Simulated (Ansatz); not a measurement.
```xyz
11

C     1.8805    0.7153   -0.8656
C     0.9394    0.5564    0.0380
O     0.8101    0.2527    1.3382
C    -0.4098    0.5123    0.5223
Si   -1.5068   -0.9861    0.2311
H     2.9241    0.5958   -0.6065
H     1.6114    0.9740   -1.8794
H    -0.8706    1.4688    0.7685
H    -0.6425   -2.1487   -0.0800
H    -2.4124   -0.6877   -0.9090
H    -2.3235   -1.2528    1.4425
```

Total charge 0; spin multiplicity 1.

List the PBE0/def2-TZVPP orbital energies in eV (the Gaussian-basis code of Ansatz). (Best estimate.)

Computed: Occupied: -1802.76, -524.00, -280.26, -280.05, -278.04, -145.13, -99.78, -99.77, -99.77, -31.15, -21.17, -19.44, -16.14, -15.20, -13.96, -13.06, -12.42, -11.39, -10.26, -9.99, -9.26, -8.90, -7.11. Lowest empty: 0.34, 0.48, 0.73, 1.11, 1.87, 1.98, 2.46, 2.59.
